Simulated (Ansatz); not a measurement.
Total energies of `C[CH2][Ge]([F])([F])[F]`.

```tsv
atom	x (Å)	y (Å)	z (Å)
C1	0.450	1.382	0.191
C2	-0.661	0.339	0.185
Ge3	-0.026	-1.417	-0.274
F4	0.700	-1.484	-1.828
F5	-1.248	-2.620	-0.289
F6	1.176	-2.000	0.804
H7	0.045	2.361	0.458
H8	0.921	1.472	-0.789
H9	1.228	1.135	0.916
H10	-1.445	0.583	-0.536
H11	-1.140	0.249	1.163
```

Total charge 0; spin multiplicity 1. Correlated methods include outer-core shells of Ge, which these sets cover unevenly. Scalar relativity is left out up to krypton. The structure was optimised at the PBE0-D4/def2-TZVP level. It is one conformer, not always the lowest. Basis def2-TZVPP, the Gaussian-basis code of Ansatz.

RPA on PBE orbitals: Hartree–Fock energy of these orbitals -2452.55007 Eh, correlation -2.06597 Eh (frozen core).

```json
{"functional": "B97M-V", "energy without D4 (Eh)": "-2455.56727", "D4 term (kJ/mol)": "–"}
{"functional": "ωB97X-V", "energy without D4 (Eh)": "-2455.74979", "D4 term (kJ/mol)": "–"}
```

**Question.** Give the same for LDA (SPW92), PBE, revPBE, BLYP, r2SCAN, PBE0, B3LYP, r2SCANh, r2SCAN0, HSE06 (plane-wave form), BHLYP, CAM-B3LYP, LC-ωPBE, ωB97M-V, B2PLYP, PBE-QIDH. (An estimate is asked.)

**Answer.** Computed: 
```csv
functional,energy without D4 (Eh),D4 term (kJ/mol)
LDA (SPW92),-2450.25023,–
PBE,-2455.34798,-21.0
revPBE,-2455.76434,-63.8
BLYP,-2456.04656,-46.0
r2SCAN,-2455.88326,-5.2
PBE0,-2455.41467,-17.7
B3LYP,-2456.10900,-33.7
r2SCANh,-2455.85574,-5.5
r2SCAN0,-2455.81655,-6.1
HSE06 (plane-wave form),-2455.39854,-16.5
BHLYP,-2455.88248,-25.5
CAM-B3LYP,-2456.07273,-17.9
LC-ωPBE,-2455.58203,–
ωB97M-V,-2455.83069,–
B2PLYP,-2455.46539,–
PBE-QIDH,-2455.05025,–
```

B3LYP takes the VWN-RPA correlation (the form of Gaussian; ORCA's B3LYP/G). HSE06 is the plane-wave form, built on full-range PBE exchange. The double hybrids freeze the cores in their second-order part.

LC-ωPBE has ω = 0.4 bohr⁻¹.
